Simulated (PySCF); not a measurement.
Gas-phase reaction: 3 GaBr + GaH3 = 3 GaH + GaBr3

Computed with PySCF and rigid-rotor harmonic-oscillator thermochemistry at 1 bar. † marks an energy on the PBE0/def2-TZVP geometry and frequencies; other levels use their own. MP2 and CCSD(T) freeze the core. All species are closed-shell singlets. B3LYP is the form with VWN-RPA correlation. Br, Ga: all electrons, no relativistic terms. GaH3, GaH: computed as isolated molecules; such fragments, hydroxides, amides, oligomers or adducts are transient or little studied in the gas. MP2 isn't extrapolated to the basis-set limit; its ΔH°(298 K) is 247.2 kJ in def2-SVP and 255.1 kJ in def2-TZVPP. CCSD(T) isn't extrapolated to the basis-set limit; its ΔH°(298 K) is 236.8 kJ in def2-SVP and 243.4 kJ in def2-TZVPP. The harmonic model lacks anharmonicity and excited electronic states, which grow with temperature; levels with a mode under 35 cm⁻¹ are left out. Soft modes under 120 cm⁻¹ make the harmonic entropy rough for GaBr3.

| level | ΔE electronic, kJ | ΔH°(298 K), kJ | ΔS°(298 K), J/K | ΔG°(1400 K), kJ |
|---|---|---|---|---|
| B3LYP/def2-TZVP† | 291 | 278 | -14 | 288 |
| BLYP/def2-TZVP† | 300 | 287 | -14 | 296 |
| CCSD(T)/def2-SVP† | 250 | 237 | -14 | 246 |
| HF/def2-TZVP† | 253 | 240 | -14 | 249 |
| MP2/def2-SVP† | 260 | 247 | -14 | 257 |
| PBE/def2-SVP | 290 | 277 | -12 | 284 |
| PBE/def2-TZVP† | 292 | 279 | -14 | 289 |
| PBE0/def2-SVP† | 280 | 268 | -14 | 277 |
| PBE0/def2-TZVP | 281 | 268 | -14 | 277 |
| ωB97M-V/def2-TZVP† | 273 | 260 | -14 | 269 |
ΔH° is lowest at CCSD(T)/def2-SVP† and highest at BLYP/def2-TZVP†. No reference value is set beside these.
